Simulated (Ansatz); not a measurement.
One change: `C[SiH](F)N[SiH](Cl)Cl` becomes `C[SiH](F)N[SiH3]`.

Ansatz, PBE0-D4/def2-TZVP geometries, multiplicity 1. Each molecule was computed in one conformer, which needn't be the lowest.

```tsv
property	`C[SiH](F)N[SiH](Cl)Cl`
LUMO energy (PBE0/def2-TZVPP) / eV	0.28
LUMO energy (ωB97M-V/def2-TZVPP) / eV	2.03
size of the dipole moment (B3LYP/def2-TZVPP) / D	1.17
HOMO energy (PBE0/def2-TZVPP) / eV	-8.54
HOMO–LUMO gap (ωB97M-V/def2-TZVPP) / eV	12.88
HOMO–LUMO gap (PBE0/def2-TZVPP) / eV	8.82
```

**Question.** What does the change do to each property? (Estimate.)

**Answer.** The calculation gave: 
| property | `C[SiH](F)N[SiH3]` | shift |
| --- | --- | --- |
| LUMO energy (PBE0/def2-TZVPP) / eV | 0.22 | -0.06 |
| LUMO energy (ωB97M-V/def2-TZVPP) / eV | 1.78 | -0.25 |
| size of the dipole moment (B3LYP/def2-TZVPP) / D | 1.56 | 0.39 |
| HOMO energy (PBE0/def2-TZVPP) / eV | -7.93 | 0.61 |
| HOMO–LUMO gap (ωB97M-V/def2-TZVPP) / eV | 12.04 | -0.84 |
| HOMO–LUMO gap (PBE0/def2-TZVPP) / eV | 8.15 | -0.67 |

With PBE0 the HOMO rises by 0.61 eV and the LUMO falls by 0.06 eV, so the gap narrows by about 0.67 eV. PBE moves the HOMO by 0.56 eV and ωB97M-V by 0.60 eV. Dipoles are sizes alone; their direction can turn.

B3LYP here is the variant with VWN-RPA as its local correlation; programs differ in this.
